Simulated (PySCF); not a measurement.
**Spin-rotation constants: `FC(OCC[C@@H](C)O)F`, C₅H₁₀F₂O₂**

Geometry (Å), atoms numbered from 1 in this order:
```xyz
19

C    -2.770    0.663   -0.471
C    -1.553    0.125    0.280
O    -1.696   -1.245    0.582
C    -0.266    0.382   -0.519
C     0.960   -0.050    0.274
O     2.096    0.010   -0.590
C     3.236   -0.433   -0.039
F     4.161   -0.554   -1.000
F     3.746    0.455    0.862
H    -3.677    0.426    0.081
H    -2.699    1.741   -0.582
H    -2.834    0.214   -1.460
H    -1.476    0.614    1.257
H    -1.852   -1.724   -0.241
H    -0.187    1.439   -0.768
H    -0.290   -0.186   -1.452
H     1.114    0.612    1.134
H     0.829   -1.077    0.638
H     3.148   -1.403    0.494
```

Computed with PySCF 2.14.0, GIAO B3LYP/pcSseg-1 magnetisability, rotational g tensor and spin-rotation constants, non-relativistic, gas phase. Geometry: GFN2-xTB.

Task: Give the nuclear spin-rotation constants along the inertial axes (H = +C I·J) beside the isotropic shieldings.

Result: Rotational constants 4.4198, 0.5468, 0.5430 GHz. A star marks the isotopologue with that one atom substituted, in its own axes.
| atom | isotope | Caa (kHz) | Cbb (kHz) | Ccc (kHz) | mean (kHz) | σ (ppm) |
| --- | --- | --- | --- | --- | --- | --- |
| F8 | 19F | 4.575 | 0.636 | 0.713 | 1.974 | 267.5 |
| F9 | 19F | 5.591 | 0.820 | 0.440 | 2.284 | 264.0 |
| H10 | 1H | -0.016 | -0.041 | -0.062 | -0.040 | 30.1 |
| H11 | 1H | -0.491 | -0.046 | -0.004 | -0.180 | 30.6 |
| H12 | 1H | -0.521 | -0.027 | -0.022 | -0.190 | 30.9 |
| H13 | 1H | -0.429 | -0.020 | -0.013 | -0.154 | 28.2 |
| H14 | 1H | -0.599 | -0.054 | -0.020 | -0.224 | 32.3 |
| H15 | 1H | -0.482 | -0.032 | -0.011 | -0.175 | 29.8 |
| H16 | 1H | -0.494 | -0.035 | -0.013 | -0.181 | 30.4 |
| H17 | 1H | -0.424 | -0.038 | 0.007 | -0.152 | 27.8 |
| H18 | 1H | -0.405 | -0.021 | -0.011 | -0.146 | 27.6 |
| H19 | 1H | -0.358 | 0.002 | -0.021 | -0.126 | 25.4 |
| C1 | 13C* | 0.663 | 0.090 | 0.096 | 0.283 | 153.5 |
| C2 | 13C* | 1.095 | 0.133 | 0.105 | 0.444 | 111.0 |
| O3 | 17O* | -0.596 | -0.067 | -0.040 | -0.234 | 261.6 |
| C4 | 13C* | 0.769 | 0.107 | 0.113 | 0.330 | 135.5 |
| C5 | 13C* | 0.891 | 0.123 | 0.143 | 0.386 | 110.3 |
| O6 | 17O* | -0.730 | -0.074 | -0.080 | -0.294 | 215.0 |
| C7 | 13C* | 1.331 | 0.175 | 0.169 | 0.559 | 54.0 |

For the geometry as given, no vibrational averaging.
